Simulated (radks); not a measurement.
Valence configurations of P I (all share [Ne]). Calculated with a radial shooting solver on a logarithmic mesh with Libxc functionals: scalar-relativistic Kohn-Sham, PBE, spin-polarised, spherical densities, point nucleus; open shells are filled with parallel spins first. Energies are relative to 3s2 3p3; eigenvalues in eV for spin up.

valence      E (eV)  moment (Bohr magnetons)   e(3p)    e(3s)
3s2 3p3       0.000                        3  -6.283  -14.802
3s1 3p4       8.357                        3  -7.001  -15.759
3p5          18.861                        1  -6.971        -
3s0.5 3p4.5  13.829                        2  -7.039  -15.815
3s1.5 3p3.5   4.176                        3  -6.643  -15.284

NIST lists [Ne] 3s2 3p3 as the ground configuration; this level of theory agrees among the configurations tried. The energies are those of spherical high-spin densities, not of single terms.
